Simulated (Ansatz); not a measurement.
A made-up structure of AlBH2Se, closed shell:

```xyz
5
angstrom
B -0.8678 -0.6609 -0.4088
Al 0.6435 0.9574 -0.0393
Se 0.3470 -1.2773 1.2932
H -1.8758 -1.3381 -0.9500
H 1.7531 2.3190 0.1049
```

It is relaxed with PBE-D4/def2-SVP and then PBE0-D4/def2-TZVP (Ansatz 0.2.0). Atoms count as bonded within 1.22 times the sum of their covalent radii (H–H: 0.88 Å). The end point is not checked to be a true minimum.

Task: Does its bonding change? (Judge from chemistry; the calculation decides.)

Result: The calculation gives: No: no bond forms or breaks.

Where it ends: The first stage lowers the energy by 1.00 eV in 6 steps. It ends as AlBH₂Se ([BH]1[AlH][Se]1):
```
atom    x (Å)    y (Å)    z (Å)
  B1  -0.7747  -0.5903  -0.3647
 Al2   0.5748   0.8544  -0.0345
 Se3   0.3099  -1.1409   1.1550
  H4  -1.6749  -1.1941  -0.8487
  H5   1.5648   2.0709   0.0929
```

Labels in which every atom is bracketed show which atoms are joined, not bond orders.

For scale, one of the runs: PBE0-D4/def2-TZVP relaxation, 128 basis functions, launched by `ansatz run in.yaml --threads 2 --pin off --events-out ev --progress --plain --max-ram 4352MiB`. Hardware: 2 CPU threads of an Intel Xeon Platinum 8259CL, shared host. Wall time about 16 s.
